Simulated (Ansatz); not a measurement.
# A barrier at the coupled-cluster level

Start structure (BH$_{5}$O$_{2}$F$_{2}$, closed shell), relaxed at PBE0-D4/def2-TZVP:

```csv
atom,x (Å),y (Å),z (Å)
B1,-1.0392,0.1128,-0.0520
H2,-1.0491,0.7385,0.9611
O3,-0.3399,-1.0745,-0.0701
O4,-1.6980,0.4586,-1.1780
H5,1.9868,0.6182,0.5053
F6,1.7638,1.4028,0.0416
H7,1.0208,-1.1153,0.7212
F8,1.8730,-0.9349,1.1206
H9,-0.3653,-1.5071,-0.9311
H10,-2.1529,1.3009,-1.1186
```

The step: BH₃O₂ ([OH][BH][OH]) + HF + HF → BH₂O₂F ([OH][B]([OH])[F]) + HF + H₂; bonds formed: B1–F6, H2–H7, H5–F8; bonds broken: B1–H2, H5–F6, H7–F8. Ansatz 0.2.0; basis: def2-TZVPP and def2-QZVPP; cores frozen in the correlated methods. Extrapolation: Hartree–Fock as exp(−7.88 √X), correlation as X^−2.97. Energies below are by CCSD(T) at an estimated basis limit (MP2 extrapolated from triple and quadruple zeta, plus CCSD(T) − MP2 in triple zeta).

Q: What are the electronic barrier and the energy of the step, from the start structure to the end structure? (Judge from chemistry; the value comes from the calculation.)

A: Computed: Barrier 36.58 kcal/mol; step energy -16.56 kcal/mol (downhill); reverse barrier, their difference, 53.15 kcal/mol. Barrier and step energy count from the start structure, the reverse barrier from the end structure.

The saddle point: One imaginary mode of 1173i cm⁻¹.
```csv
pair,start (Å),saddle (Å),end (Å)
B1–F6,3.09,1.62,1.35
H2–H7,2.79,1.00,0.75
H5–F8,1.67,1.16,0.93
B1–H2,1.19,1.35,3.08
H5–F6,0.94,1.12,1.82
H7–F8,0.96,1.16,2.67
```

Zero-point energy (harmonic, PBE0-D4): ZPE is 42.83 kcal/mol at the start and 39.64 kcal/mol at the saddle, so the barrier goes from 36.58 to 33.39 kcal/mol.

No T1 diagnostic of these runs exceeds 0.013.

Labels in which every atom is bracketed show which atoms are joined, not bond orders.

For scale, one of the runs: CCSD(T)/def2-TZVPP, 225 basis functions, launched by `ansatz run in.yaml --threads 4 --pin off --events-out ev --progress --plain --max-ram 9574MiB`. Time: 2.7 min of wall clock on 4 CPU threads of an Intel Xeon; the host was shared. Peak host memory: 4.2 GiB.
